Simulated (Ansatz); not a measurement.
The cluster Se₅⁺. Charge 1, multiplicity 2. Geometry r2SCAN-D4/def2-SVP, basis def2-TZVP, Ansatz.

```xyz
5

Se   -1.3613   -0.0222    0.6612
Se    1.4684    0.9740    2.8042
Se    0.4213   -0.6370   -2.5918
Se    1.0101    0.3497    0.7620
Se   -1.5385   -0.6644   -1.6356
```

```json
{"run": "A", "HOMO (eV)": "-11.05", "LUMO (eV)": "-9.63"}
{"run": "B", "HOMO (eV)": "-11.33", "LUMO (eV)": "-9.28"}
{"run": "C", "HOMO (eV)": "-10.70", "LUMO (eV)": "-9.80"}
{"run": "D", "HOMO (eV)": "-10.36", "LUMO (eV)": "-9.75"}
```

Another isomer (doublet) lies 1.12 eV lower at PBE0-D4/def2-TZVP; other spin states weren't run for this one.

HOMO and LUMO are taken over both spins.

**Question.** The runs used PBE, PBE0, r2SCAN, r2SCANh. Estimate which is which.

**Answer.** A r2SCANh (10 % exact exchange); B PBE0 (25 % exact exchange); C r2SCAN (0 % exact exchange); D PBE (0 % exact exchange). Exact exchange lowers occupied and raises empty levels; among semilocal functionals meta-GGAs tend to open the gap a little, and such runs are hard to tell apart. The gap grows from 0.61 eV (PBE) to 2.05 eV (PBE0). At r2SCANh-D4/def2-TZVP, PBE0-D4/def2-TZVP, r2SCAN-D4/def2-TZVP the charge 1 doublet is spin-contaminated (final ⟨S²⟩ up to 1.02, 0.75 for a pure state).
